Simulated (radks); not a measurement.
Problem. The nickel ion Ni10+, 18 electrons, occupied as [Ar]. Method: scalar-relativistic Kohn-Sham, LDA (Slater exchange, Perdew-Wang correlation), spin-polarised, spherical densities, finite nucleus; Fermi nuclear charge, rms radius 3.7757 fm; computed with a radial shooting solver on a logarithmic mesh with Libxc functionals. Some entries of the table are withheld. Estimate them.

orbital,occ.,eigenvalue (eV),<r> (bohr)
1s,2,-8461.991,0.05419
2s,2,(1),0.2448
2p,6,-1117.355,0.2150
3s,2,(2),(3)
3p,6,-304.5657,(4)
3d,0,-240.8688,0.6457
4s,0,-149.0446,1.418
4p,0,-134.6983,1.473
4f,0,-96.0575,1.514

Solution. 
(1) 2s eigenvalue (eV): -1253.097
(2) 3s eigenvalue (eV): -345.6802
(3) 3s <r> (bohr): 0.6704
(4) 3p <r> (bohr): 0.6734
